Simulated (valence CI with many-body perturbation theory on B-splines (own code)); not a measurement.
**Energy levels of W XXV**

Method: configuration interaction combined with many-body perturbation theory (CI+MBPT): four valence electrons over a frozen Dirac-Fock core [Kr] 4d10, radial functions for each j: 8 s, 8 p, 9 d, 9 f, 6 g, 3 h, 2 i, with the one-electron correlation potential Σ1 (screened to all orders), the two-electron term Σ2, the three-electron term Σ3, Breit, model QED; selected single and double excitations, second order for the rest, scaled by the run's own slope (own B-spline code, finite nucleus).

No measured spectrum was set against this ion. As an estimate, terms of the open shell hold to a few per cent of their energy, and close levels can change places. Core correlation moves these levels by up to 4000 cm⁻¹, and in measured spectra 5 to 20 % of such shifts remained as error; rates that hang on mixing are uncertain with them. Only levels of the ground parity were solved; by the run's estimate the other parity begins above the list, which can be wrong where configurations are misplaced.

Levels 1 to 45 of 64, with energies above the lowest level, (4f5/2^4) J=4. "Leading %" is the weight of the configuration and term that name the level; weights of strongly mixed levels are sums over their largest components and can fall short. In the jj column 3d3/2^4 stands for four electrons in 3d with j = 3/2. Lifetimes count E1, E2, E3, M1 and M2 decay at the calculated energies, and are blank where another channel may lead or the interval is too uncertain; long ones can be off by a factor of two.

```csv
No.,Configuration,Term,J,E (cm⁻¹),Leading %,Lifetime,Leading jj,g
1,4f4,5I,4,0.0,82,,4f5/2^4 (59 %),0.639
2,4f4,5I,5,14102,91,6.50 ms,4f5/2^3 4f7/2 (78 %),0.909
3,4f4,5I,6,26101,88,8.65 ms,4f5/2^2 4f7/2^2 (59 %),1.055
4,4f4,5F,2,34928,39,54.9 s,4f5/2^4 (77 %),0.958
5,4f4,5I,7,35778,74,20.2 ms,4f5/2^2 4f7/2^2 (46 %),1.132
6,4f4,5F,1,40479,80,115 ms,4f5/2^3 4f7/2 (88 %),0.111
7,4f4,3G,4,43001,28,2.47 ms,4f5/2^3 4f7/2 (55 %),1.027
8,4f4,5I,8,43837,57,62.8 ms,4f5/2^2 4f7/2^2 (39 %),1.174
9,4f4,5F,3,47307,68,14.5 ms,4f5/2^3 4f7/2 (81 %),1.154
10,4f4,5G,2,51004,54,24.8 ms,4f5/2^3 4f7/2 (71 %),0.600
11,4f4,5S,2,51605,60,19.0 ms,4f5/2^3 4f7/2 (67 %),1.666
12,4f4,5G,3,53885,57,6.09 ms,4f5/2^3 4f7/2 (93 %),0.924
13,4f4,3K,6,55896,85,1.89 ms,4f5/2^2 4f7/2^2 (55 %),0.883
14,4f4,5F,5,59782,34,4.30 ms,4f5/2^3 4f7/2 (49 %),1.221
15,4f4,3L,7,60063,51,2.40 ms,4f5/2^3 4f7/2 (52 %),0.974
16,4f4,5F,4,61817,68,2.83 ms,4f5/2^2 4f7/2^2 (73 %),1.223
17,4f4,3M,8,65091,37,3.72 ms,4f5/2^3 4f7/2 (56 %),1.026
18,4f4,5G,4,72216,66,1.47 ms,4f5/2^2 4f7/2^2 (80 %),1.045
19,4f4,3D,2,74030,28,1.69 ms,4f5/2^2 4f7/2^2 (74 %),1.161
20,4f4,5F,5,74484,49,3.21 ms,4f5/2^2 4f7/2^2 (51 %),1.255
21,4f4,3G,3,74727,56,2.06 ms,4f5/2^2 4f7/2^2 (86 %),0.871
22,4f4,3P,1,79931,58,2.08 ms,4f5/2^2 4f7/2^2 (86 %),1.032
23,4f4,1D,2,81917,37,2.08 ms,4f5/2^2 4f7/2^2 (62 %),1.039
24,4f4,5D,0,82885,51,296 ms,4f5/2^4 (59 %),
25,4f4,5G,5,84322,54,2.81 ms,4f5/2^2 4f7/2^2 (66 %),1.128
26,4f4,3L,8,84459,61,4.50 ms,4f5/2^2 4f7/2^2 (90 %),1.001
27,4f4,5G,6,85523,57,3.61 ms,4f5/2^2 4f7/2^2 (56 %),1.243
28,4f4,3M,9,85639,59,3.96 ms,4f5/2^2 4f7/2^2 (96 %),1.050
29,4f4,3I,5,85695,43,1.98 ms,4f5/2^3 4f7/2 (53 %),0.945
30,4f4,3F,4,86219,54,2.22 ms,4f5/2^2 4f7/2^2 (75 %),1.200
31,4f4,3D,3,86533,50,3.95 ms,4f5/2^2 4f7/2^2 (80 %),1.257
32,4f4,3K,7,86811,51,1.14 ms,4f5/2 4f7/2^3 (64 %),0.968
33,4f4,3P,0,87825,76,8.71 ms,4f5/2^2 4f7/2^2 (89 %),
34,4f4,3M,8,90822,37,1.50 ms,4f5/2^2 4f7/2^2 (48 %),1.037
35,4f4,5D,1,92118,84,15.8 ms,4f5/2^3 4f7/2 (79 %),1.496
36,4f4,3F,2,92629,53,1.00 ms,4f5/2^2 4f7/2^2 (88 %),0.717
37,4f4,3I,6,92954,41,8.39 ms,4f5/2^2 4f7/2^2 (63 %),1.127
38,4f4,3G,4,96167,42,1.44 ms,4f5/2 4f7/2^3 (56 %),1.052
39,4f4,3I,7,99499,69,3.25 ms,4f5/2^2 4f7/2^2 (74 %),1.096
40,4f4,5D,2,100050,80,7.09 ms,4f5/2^2 4f7/2^2 (58 %),1.462
41,4f4,3H,6,100420,46,1.71 ms,4f5/2^2 4f7/2^2 (47 %),1.107
42,4f4,3G,4,100820,32,3.36 ms,4f5/2^3 4f7/2 (47 %),1.121
43,4f4,3M,10,102650,87,16.3 ms,4f5/2^2 4f7/2^2 (64 %),1.085
44,4f4,5D,3,105440,32,1.88 ms,4f5/2 4f7/2^3 (48 %),1.273
45,4f4,3D,1,107480,54,1.07 ms,4f5/2 4f7/2^3 (95 %),0.848
```

Where two levels of one J and parity lie close, their mixing, g and order are uncertain.

The ionisation energy to 4f3 4I°_9/2 of the next ion comes out as 732.67 eV (NIST: 734.1 ± 1.7 eV (semi-empirical)). All 64 levels together are meant to be complete up to 135110 cm⁻¹.
